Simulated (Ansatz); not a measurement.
`[CH3][Ge]([OH])([F])[Cl]` + CH₄ → `[CH3][Ge]([CH3])([OH])[F]` + HCl  (formal exchange of groups at a Ge–Cl bond)

Computed with Ansatz on PBE0-D4/def2-TZVP structures; ΔE is electronic, products minus reactants. CCSD(T)/CBS adds triple-zeta CCSD(T) − MP2 to the extrapolated MP2 energy (def2 sets, frozen cores). This one scheme is used for every species. Functionals use def2-TZVPP. For Ge outer-core shells are correlated without core-valence functions, which leaves a few kJ/mol of doubt a bond. Scalar relativity is left out up to krypton. One conformer a species, not always the lowest.

| level | ΔE (kJ/mol) |
| --- | --- |
| PBE-D4 | 94.1 |
| revPBE-D4 | 94.6 |
| CAM-B3LYP-D4 | 94.7 |
| PBE0 | 95.0 |
| CAM-B3LYP | 94.9 |
| CCSD/def2-SVP | 96.1 |
| SCS-MP2/def2-TZVPP | 92.7 |
| MP2/def2-QZVPP | 91.8 |

(1) What does CCSD(T)/CBS give? (Best estimate.)

Largest T1 diagnostic among the species: 0.011.

Results:

(1) Ansatz gave: +88.6 kJ/mol. The listed levels differ from it by 5.5, 6.0, 6.1, 6.4, 6.3, 7.5, 4.1, 3.2 kJ/mol.

At CCSD(T), def2-SVP lies +7.5 kJ/mol from the extrapolated value and def2-TZVPP −0.1 kJ/mol. Leaving LDA and LC-ωPBE aside and taking each functional with its dispersion term where it has one, the values, not all of them listed here, spread over 9.1 kJ/mol, from PBE-D4 to B97M-V. LDA lies −6.3 kJ/mol from PBE without D4. In def2-TZVPP, CCSD(T) changes the Hartree–Fock value by −17.5 kJ/mol (the triples alone add +0.0 kJ/mol) and MP2 by −14.3 kJ/mol.
